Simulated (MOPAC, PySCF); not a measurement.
CH₇BN₂, SMILES `BNCN`, neutral singlet in the gas phase. 

Cartesian coordinates (Å):
```xyz
11

B     -1.8385    -0.1903     0.0296
N     -0.5494    -0.5511     0.3882
C      0.6827    -0.1351    -0.2508
N      1.5469     0.5243     0.7179
H     -1.9966     0.5296    -0.9100
H     -2.7548    -0.6065     0.6689
H     -0.3844    -1.1281     1.2015
H      0.3994     0.4816    -1.1105
H      1.2270    -1.0056    -0.6295
H      1.1838     1.4391     0.9606
H      2.4840     0.6420     0.3528
```
Charge 0, multiplicity 1.

All levels are single points at this geometry (B3LYP-D3(BJ)/def2-TZVP); Pople sets use spherical d functions. Orbital energies aren't observables, and empty levels follow the basis.

```json
[
 {"level": "B3LYP-D3(BJ)/def2-TZVP in PySCF", "HOMO (eV)": "-7.06", "LUMO (eV)": "-0.05", "gap (eV)": "7.01", "dipole (D)": "2.11", "vertical IE, Delta-SCF (eV)": "9.63"},
 {"level": "B3LYP/3-21G in PySCF", "HOMO (eV)": "-6.19", "LUMO (eV)": "0.73", "gap (eV)": "6.92", "dipole (D)": "2.50", "vertical IE, Delta-SCF (eV)": "–"},
 {"level": "M06-2X/6-31G* in PySCF", "HOMO (eV)": "-8.45", "LUMO (eV)": "1.87", "gap (eV)": "10.32", "dipole (D)": "2.10", "vertical IE, Delta-SCF (eV)": "–"},
 {"level": "HF/3-21G in PySCF", "HOMO (eV)": "-10.53", "LUMO (eV)": "4.63", "gap (eV)": "15.16", "dipole (D)": "2.18", "vertical IE, Delta-SCF (eV)": "–"},
 {"level": "HF/STO-3G in PySCF", "HOMO (eV)": "-9.08", "LUMO (eV)": "9.09", "gap (eV)": "18.17", "dipole (D)": "1.81", "vertical IE, Delta-SCF (eV)": "–"},
 {"level": "AM1 in MOPAC", "HOMO (eV)": "-10.20", "LUMO (eV)": "2.54", "gap (eV)": "12.74", "dipole (D)": "1.78", "vertical IE, Delta-SCF (eV)": "–"}
]
```
